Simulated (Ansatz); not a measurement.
F$_{5}$Si$_{2}$ (SMILES F[Si](F)[Si](F)(F)F), doublet, geometry from GFN2-xTB; HF/6-31G* in Ansatz (a first-principles code).

Input for Ansatz:
Ansatz 0.2 input:
```yaml
crystal:
  periodic: [false, false, false]
  atoms:
    - {symbol: F, position_ang: [1.92071283, -1.45494009, -0.00159091]}
    - {symbol: Si, position_ang: [1.29120465, -0.04621676, -0.45500175]}
    - {symbol: F, position_ang: [2.17893296, 0.90363565, 0.49161443]}
    - {symbol: Si, position_ang: [-0.89795116, 0.08724035, 0.05293148]}
    - {symbol: F, position_ang: [-1.64658750, -0.12127352, 1.44202576]}
    - {symbol: F, position_ang: [-1.39908948, 1.52197224, -0.39869112]}
    - {symbol: F, position_ang: [-1.66569646, -0.91320875, -0.90791551]}
basis:
  gaussian:
    orbitals: 6-31G*
hamiltonian:
  xc: hf
magnetization: {spin_polarized: true, initial_magnetization: 1}
```

It wrote (shortened):

```
Functional definition: HF
957 factors; integrals over basis functions are off by at most 7.8e-4 eV
mean field evaluation 1: about -29255.2152 eV, gradient 3.6e1 eV
mean field evaluation 2: about -29255.2846 eV, gradient 3.7e1 eV
mean field evaluation 4: about -29260.4719 eV, gradient 2.4e0 eV
mean field evaluation 8: about -29260.5603 eV, gradient 3.6e-1 eV
mean field -29260.56378974 eV, -1075.3058857506 hartree, gradient 1.0e-5 eV, S^2 0.759044; 0 other end points of the search recorded, 0 dependent functions left out
reference -29260.56378974 eV, -1075.3058857506 hartree; 37, 36 occupied and 76, 77 virtual orbitals, 957 factors
Total energy: -29260.56378974 eV, -1075.3058857506 hartree
```
